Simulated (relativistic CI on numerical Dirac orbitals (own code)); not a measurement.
## How well does a small relativistic CI reproduce Pd?

Method of calculation: Dirac-Coulomb-Breit CI, KLI orbitals optimised for each configuration, a model potential for QED, valence Slater integrals scaled by 0.85, P86 correlation estimate, and configurations built on the next ion tied to the tabulated ionisation energy (semi-empirical) (own radial code, finite nucleus).

Configurations in the expansion (outside the closed core [Kr]): 4d10, 4d9.5s, 4d8.5s2, 4d9.5p, 4d9.5d, 4d9.6s, 4d9.4f, 4d9.5f, 4d9.6p, 4d8.5s.5p, 4d9.6d, 4d9.5g, 4d9.6f, 4d9.6g, 4d8.5s.6s. Levels of other configurations are missing.

```csv
Configuration,Term (tabulated),J,Measured (cm⁻¹),Computed,Error,Purity (%)
4d10,1S,0,0.0,0,0,99
4d9.5s,2[5/2],3,6564.1,12892,6328,100
4d9.5s,2[5/2],2,7755.0,14159,6404,81
4d9.5s,2[3/2],1,10094.0,16257,6163,100
4d9.5s,2[3/2],2,11721.8,18200,6479,76
4d8.5s2,3F,4,25101.2,24454,-647,99
4d8.5s2,3F,3,28213.8,27421,-793,100
4d8.5s2,3F,2,29711.1,29021,-690,93
4d9.5p,2[3/2]°,2,34069.0,35782,1713,91
4d9.5p,2[7/2]° †,3,35451.4,37545,2094,59
4d9.5p,2[7/2]° †,4,35927.9,37468,1540,94
4d9.5p,2[3/2]°,1,36180.7,37691,1510,83
4d9.5p,2[5/2]° †,2,36976.0,38622,1646,41
4d9.5p,2[5/2]° †,3,37393.8,38779,1385,76
4d9.5p,2[1/2]°,0,38088.2,39339,1250,94
4d9.5p,2[5/2]°,2,38811.9,40491,1680,72
4d9.5p,2[5/2]°,3,39858.4,41341,1483,51
4d9.5p,2[3/2]°,1,40368.8,41565,1197,77
4d9.5p,2[3/2]°,2,40771.5,41943,1172,48
4d9.5p,2[1/2]°,1,40838.9,43301,2462,86
```

Measured levels from NIST Handbook of Basic Atomic Spectroscopic Data (Sansonetti and Martin, J. Phys. Chem. Ref. Data 34, 1559 (2005)); pairs were made by configuration, J and term (by order where the table uses no LS term), so strongly mixed levels may be paired wrongly.

Mean error by configuration (cm⁻¹): 4d9.5s 6343; 4d8.5s2 -710; 4d9.5p 1558. Over the excited levels the mean absolute error is 2665 cm⁻¹ (19 of the 19 excited levels that our extract of the source holds in range could be paired), and the median relative error of those above 1,000 cm⁻¹ is 4.2 %. † marks terms whose computed intervals miss the measured ones by more than a factor of 2.5, or configurations far off the rest, from wrong mixing, a near crossing or a doubtful label or measurement; they are left out of the means.

Transition probabilities of persistent lines. The last column rescales the computed rate by the cube of measured over computed energy:

```tsv
λ measured (Å)	Lower	Upper	A tabulated (s⁻¹)	A computed	A rescaled
2447.91 air	4d10 1S_0	4d9.5p 2[1/2]°_1	1.11e+07	1.88e+08	1.58e+08
2476.41 air	4d10 1S_0	4d9.5p 2[3/2]°_1	1.88e+07	7.86e+06	7.20e+06
2763.09 air	4d10 1S_0	4d9.5p 2[3/2]°_1	1.69e+07	1.18e+07	1.04e+07
3242.70 air	4d9.5s 2[5/2]_3	4d9.5p 2[5/2]°_3	7.70e+07	7.45e+07	1.26e+08
3404.58 air	4d9.5s 2[5/2]_3	4d9.5p 2[7/2]°_4	1.34e+08	1.03e+08	1.75e+08
3460.74 air	4d9.5s 2[5/2]_3	4d9.5p 2[7/2]°_3	3.00e+07	2.25e+07	3.63e+07
3516.94 air	4d9.5s 2[5/2]_2	4d9.5p 2[3/2]°_1	1.03e+08	7.98e+07	1.41e+08
3609.55 air	4d9.5s 2[5/2]_2	4d9.5p 2[7/2]°_3	8.20e+07	6.73e+07	1.12e+08
```
